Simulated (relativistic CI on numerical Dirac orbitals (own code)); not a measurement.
V4+: L2,3 absorption edge

Computed with this model: Dirac-Coulomb-Breit CI, KLI orbitals optimised for each configuration, a model potential for QED, valence Slater integrals scaled by 0.7, multiplet model of core-to-valence dipole absorption; configurations [Ar] 3d → [He] 2s2 2p5 3s2 3p6 3d2; 300 K; Lorentzian 0.24 eV and Gaussian 0.3 eV FWHM. Energies are those of the free ion, without screening or charge transfer. The branching ratio is the share of the lower-energy edge in the whole absorption, uncertain by about 0.02 where the edges overlap. S is read from ⟨S²⟩ = S(S + 1).

Field parameters in Wybourne normalisation: Td as Oh with Dq negative (B⁴₀ = 21Dq, B⁴₄ = √(5/14) B⁴₀). The field is a parameter set, without covalency.

Peaks in eV (height, largest 100): 518.8 (7), 520.4 (10), 521.0 (14), 522.1 (36), 522.9 (84), 524.6 (11), 526.0 (21), 527.1 (17), 528.0 (40), 528.7 (34), 529.5 (100), 530.3 (43).

**Question.** Which surroundings give this spectrum?
A. Td, 10Dq = -10600 cm⁻¹
B. Td, 10Dq = -5000 cm⁻¹
C. Td, 10Dq = -7800 cm⁻¹
D. free ion

**Answer.** A. Td, 10Dq = -10600 cm⁻¹, where the ground state has S = 0.50.
